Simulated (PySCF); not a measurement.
Molecular orbitals of LaN

PW91 at R = 1.800 Å; La x2c-TZVPPall, N x2c-TZVPPall; spin-free X2C with a Gaussian nucleus (PySCF 2.14). State: singlet, about 0.2 electrons in the 4f shell (Mulliken). Only the outer orbitals are listed, counted within each symmetry.

| orbital | occ. | ε (eV) | on La (%) | main shells (%) |
| --- | --- | --- | --- | --- |
| 11σ | 2 | -35.62 | 96 | 96 La s |
| 12σ | 2 | -21.21 | 77 | 76 La p, 18 N s |
| 6π | 2 | -19.48 | 99 | 99 La p |
| 6π | 2 | -19.48 | 99 | 99 La p |
| 13σ | 2 | -11.71 | 31 | 68 N s, 17 La p, 10 La d |
| 7π | 2 | -4.29 | 38 | 62 N p, 34 La d |
| 7π | 2 | -4.29 | 38 | 62 N p, 34 La d |
| 14σ | 2 | -3.53 | 48 | 46 N p, 32 La d, 12 La p |
| 15σ | 0 | -2.37 | 98 | 80 La s, 15 La p |
| 3δ | 0 | -1.25 | 100 | 99 La d |
| 3δ | 0 | -1.25 | 100 | 99 La d |

Question: Which are the highest filled and the lowest empty level, where do they sit, and how wide is the gap?

Answer: Highest filled 14σ at -3.53 eV (in %: 46 N p, 32 La d, 12 La p); lowest empty 15σ at -2.37 eV (in %: 80 La s, 15 La p); the gap at PW91 is 1.16 eV.

The bond order (Mayer) is 3.06 and the ⟨S²⟩ is 0.000. The charge on La (Mulliken, basis-dependent) is 0.49 and the charge on La (Löwdin, basis-dependent) is 0.30. The dipole moment (positive dipole means La(−)N(+)) is -7.17 D.

Spin–orbit coupling is left out.
